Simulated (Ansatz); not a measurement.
Reaction (substitution at a C–B bond): `CNB(S)C=O` + `[SiH3]S` → `O=CS[SiH3]` + `CNBS`

Program: Ansatz. Geometries: PBE0-D4/def2-TZVP. ΔE: electronic, gas phase. CCSD(T)/CBS is the MP2 limit (def2-TZVPP, def2-QZVPP) plus CCSD(T) − MP2 in def2-TZVPP, frozen cores. Each species was taken in one conformer, which may not be the lowest.

```json
{"level": "HF/def2-TZVPP", "ΔE (kJ/mol)": "0.3"}
{"level": "SCS-MP2/def2-QZVPP", "ΔE (kJ/mol)": "-3.2"}
```

Task: What does CCSD(T)/CBS give? (Best estimate.)

Result: Computed: -1.0 kJ/mol. The listed levels differ from it by 1.3, -2.2 kJ/mol.

Largest T1 diagnostic among the species: 0.017.

From PBE to PBE0 (25 % exact exchange), in def2-TZVPP and without D4, ΔE moves by +4.9 kJ/mol.
